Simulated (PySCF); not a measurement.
# Argon: a sound run and one with changed settings

Sound run: Ar⁺ [Ne] 3s2 3p5, Ar²⁺ [Ne] 3s2 3p4. Calculation: PySCF 2.14, in aug-cc-pV(D+d)Z (5s4p3d, 32 functions); the non-relativistic Hamiltonian (point nucleus). The sound run starts from symmetry-adapted Hartree-Fock orbitals and uses a fine grid where one is needed.

A second run was set up differently.

| species | method | sound run (hartree) | changed run (hartree) | converged |
| --- | --- | --- | --- | --- |
| Ar⁺ | UHF | -526.26171 | -526.26171 | yes |
| Ar⁺ | r2SCAN | -526.91290 | -527.03294 | yes |
| Ar⁺ | B3LYP | -526.96254 | -526.98814 | yes |
| Ar²⁺ | UHF | -525.29165 | -525.29165 | yes |
| Ar²⁺ | r2SCAN | -525.89495 | -526.04858 | yes |
| Ar²⁺ | B3LYP | -525.94303 | -525.97149 | yes |

Ionisation energy of Ar⁺:

```tsv
method	sound run (eV)	changed run (eV)
UHF	26.397	26.397
B3LYP	27.742	27.665
```

What was changed?
A. too few SCF iterations
B. level shift left on
C. angular grid far too coarse
D. all electrons correlated in a valence basis

C. It used 6 angular points. A coarse angular grid integrates products of high-l functions wrongly, so density functionals can shift, and the SCF can exploit the error; Hartree-Fock and MP2 need no grid.
